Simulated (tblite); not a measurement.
Parent: `[N:1]#[C:2][C@@H:3]([SiH3:4])[CH:5]=[O:6]` with C2–C3–C5–O6 153°, C3H5NOSi.

The geometries are computed with GFN2-xTB (gas phase). One conformer each, not checked by frequencies here.

```tsv
coordinate of the parent	value
N1≡C2	1.144 Å
C2–C3	1.426 Å
C3–Si4	1.950 Å
C3–C5	1.487 Å
C5=O6	1.200 Å
N1–C2–C3	179.1°
C2–C3–Si4	109.0°
C2–C3–C5	113.0°
Si4–C3–C5	106.7°
C3–C5–O6	124.4°
```

Q: How does the shared frame change in `[N:1]#[C:2][C@@:3]([SiH3:4])([CH:5]=[O:6])[CH:7]1[CH2:8][CH2:9][CH2:10]1` with C2–C3–C5–O6 154°, C2–C3–C7–C8 -53°, C3–C7–C8–C9 134°, C7–C8–C9–C10 -13°, C8–C9–C10–C7 13°, C3–C7–C10–C9 -133°, C7H11NOSi? Atoms pair as N1 = N1, C2 = C2, C3 = C3, Si4 = Si4, C5 = C5, O6 = O6 (parent first).

A: 
| parent | relative | value in the relative | change |
| --- | --- | --- | --- |
| N1≡C2 | N1≡C2 | 1.145 Å | +0.001 |
| C2–C3 | C2–C3 | 1.429 Å | +0.003 |
| C3–Si4 | C3–Si4 | 1.952 Å | +0.002 |
| C3–C5 | C3–C5 | 1.491 Å | +0.004 |
| C5=O6 | C5=O6 | 1.201 Å | +0.001 |
| N1–C2–C3 | N1–C2–C3 | 179.5° | +0.4 |
| C2–C3–Si4 | C2–C3–Si4 | 107.3° | -1.7 |
| C2–C3–C5 | C2–C3–C5 | 111.2° | -1.8 |
| Si4–C3–C5 | Si4–C3–C5 | 103.6° | -3.1 |
| C3–C5–O6 | C3–C5–O6 | 124.7° | +0.3 |

Of the parent's bonds, C2–C3 and C3–C5 change most and about equally (+0.003 to +0.004 Å). Bonds of the relative outside the shared frame: C3–C7 1.529, C7–C8 1.541, C8–C9 1.536, C9–C10 1.537, C7–C10 1.536 Å. Point group C1 → C1.
